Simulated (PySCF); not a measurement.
Geometry:
```tsv
atom	x (Å)	y (Å)	z (Å)
C1	-1.534	-1.009	-0.740
C2	-1.296	-0.160	0.505
C3	-1.062	1.310	0.147
C4	0.298	1.464	-0.534
Si5	1.405	0.209	0.381
P6	2.442	-1.154	-1.072
C7	-0.055	-0.653	1.257
H8	-0.636	-1.052	-1.352
H9	-1.800	-2.027	-0.460
H10	-2.346	-0.599	-1.338
H11	-2.182	-0.235	1.147
H12	-1.062	1.893	1.070
H13	-1.868	1.688	-0.486
H14	0.646	2.492	-0.464
H15	0.221	1.226	-1.595
H16	2.306	0.860	1.353
H17	3.121	-1.857	-0.094
H18	3.512	-0.302	-1.280
H19	-0.105	-0.340	2.299
H20	-0.009	-1.741	1.252
```

Geometry: GFN2-xTB; GIAO absolute shieldings from PySCF 2.14, gas phase, non-relativistic, averaged over equivalent atoms.

At PBE0/6-31G (97 basis functions, 29 s wall time on 1 thread of an Arm Neoverse N1, shared host):
| atoms | σ (ppm) |
| --- | --- |
| C3 | 164.6 |
| C2 | 165.0 |
| C1 | 178.7 |
| C7 | 179.0 |
| C4 | 188.8 |
| Si5 | 432.5 |
| P6 | 673.8 |
| H16 | 28.54 |
| H11 | 30.40 |
| H13 | 30.91 |
| H12 | 31.24 |
| H8/H9/H10 | 31.64 |
| H19 | 31.76 |
| H15 | 31.86 |
| H14 | 31.94 |
| H17/H18 | 32.24 |
| H20 | 32.25 |

Problem. What do these become at PBE0/pcSseg-1?

Solution. 
```tsv
atoms	σ at PBE0/pcSseg-1	change
C3	148.5	-16.1
C2	148.7	-16.3
C1	162.9	-15.8
C7	165.4	-13.6
C4	176.0	-12.8
Si5	356.9	-75.6
P6	615.4	-58.4
H16	26.76	-1.78
H11	29.30	-1.10
H13	29.81	-1.10
H12	30.19	-1.05
H8/H9/H10	30.68	-0.96
H19	30.62	-1.14
H15	30.85	-1.01
H14	30.64	-1.30
H17/H18	30.49	-1.75
H20	31.11	-1.14
```

The largest change is at Si5 (silicon bonded to 2 C, P, H, in a 5-membered ring). Cost: 198 basis functions, 54 s wall time on 1 thread of an Arm Neoverse N1, shared host. The order of the carbon signals is the same at both levels.
